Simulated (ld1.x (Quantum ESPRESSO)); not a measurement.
**Configuration tests for Pr (Z = 59) (PAW)**

- Element: Pr
- Generator: ld1.x (Quantum ESPRESSO) 7.5
- Type: PAW
- Functional: PBE
- Relativity: scalar-relativistic
- Frozen core: [Kr] 4d10 4f2
- Valence charge: 11
- Reference configuration: 5s2 5p6 5d1 6s1.75 6p0 (charge +0.25)
- Partial waves: 5s (bound): rcut 1.95, rcutus 2.70 bohr; 6s (bound): rcut 1.95, rcutus 2.70 bohr; 5p (bound): rcut 2.45, rcutus 2.70 bohr; 6p (bound, empty): rcut 2.45, rcutus 2.70 bohr; 5d (bound): rcut 2.40, rcutus 2.95 bohr; 5d channel at 0.75 Ry: rcut 2.40, rcutus 2.95 bohr
- Local potential: all-electron potential smoothed inside 2.50 bohr (lloc = -1)
- Core correction: Bessel-smoothed model core inside 1.40 bohr
- Augmentation charge: BESSEL, radius 1.95 bohr

Energies are relative to the spin-unpolarised reference configuration 5s2 5p6 5d1 6s1.75 6p0; without spin polarisation the order of configurations can differ from experiment.

Its overlap operator is not positive definite in a basis up to 400 Ry (lowest eigenvalue p -0.22, d -0.29), so the file is unfit for use: the generalised eigenproblem breaks down once the basis is large enough, and its test numbers describe a broken file.

```tsv
valence configuration	charge	ΔE all-electron (eV)	error AE − PS (meV)
5s2 5p6 5d1 6s2 6p0	0	-1.094	+0.2
5s2 5p6 5d1 6s1 6p0	+1	5.074	-1.4
5s2 5p6 5d1 6s0 6p0	+2	16.335	-8.8
5s2 5p6 5d2 6s0 6p0	+1	5.367	-0.3
5s2 5p6 5d0 6s2 6p0	+1	5.295	-7.8
5s2 5p6 5d1.5 6s1.5 6p0	0	-0.637	-1.8
5s2 5p6 5d2 6s1 6p0	0	-0.080	-4.1
```

The ghost test of this file was not conclusive.
